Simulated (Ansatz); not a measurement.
Gas-phase electronic energies from Ansatz, PBE0-D4/def2-TZVP geometries. CCSD(T)/CBS adds triple-zeta CCSD(T) − MP2 to the extrapolated MP2 energy (def2 sets, frozen cores). This one scheme is used for every species. DFT in def2-TZVPP. B3LYP here is the variant with VWN-RPA as its local correlation; programs differ in this. HSE06 is defined as in plane-wave codes. Each species was taken in one conformer, which may not be the lowest.

Consider the ligand exchange at the Si–C bond: `C[SiH](F)[SiH3]` + `OC=S` → `F[SiH]([SiH3])OC=S` + CH₄.

Problem. Is it downhill or uphill in electronic energy at CCSD(T)/CBS, and by how much? (Estimate.)

Solution. Computed: Downhill: ΔE = -94.6 kJ/mol.

Problem. What do these levels give: revPBE-D4, B3LYP-D4, r2SCANh-D4, HSE06-D4, ωB97X-V, BLYP, r2SCAN, PBE0, CCSD(T)/def2-SVP, HF/def2-TZVPP, CCSD/def2-TZVPP, SCS-MP2/def2-QZVPP? (Estimate.)

Solution. Ansatz gave: revPBE-D4 -83.2, B3LYP-D4 -97.2, r2SCANh-D4 -91.0, HSE06-D4 -84.4, ωB97X-V -90.9, BLYP -90.3, r2SCAN -89.7, PBE0 -81.6, CCSD(T)/def2-SVP -90.6, HF/def2-TZVPP -101.8, CCSD/def2-TZVPP -95.3, SCS-MP2/def2-QZVPP -99.0 kJ/mol.

Problem. What do rigid-rotor, harmonic-oscillator terms from PBE0-D4/def2-TZVP frequencies (298.15 K, 1 bar) make of the CCSD(T)/CBS value? (An estimate is asked.)

Solution. Computed: ΔZPE = -3.7 kJ/mol, ΔH = -95.1 kJ/mol, ΔS = -16 J/(mol·K), ΔG = -90.4 kJ/mol. Modes under 50 cm⁻¹ make the entropy rough.

Largest T1 diagnostic among the species: 0.018.

At CCSD(T), def2-SVP lies +4.0 kJ/mol from the extrapolated value and def2-TZVPP −0.8 kJ/mol. From BLYP to BHLYP (50 % exact exchange), in def2-TZVPP and without D4, ΔE moves by −6.7 kJ/mol.
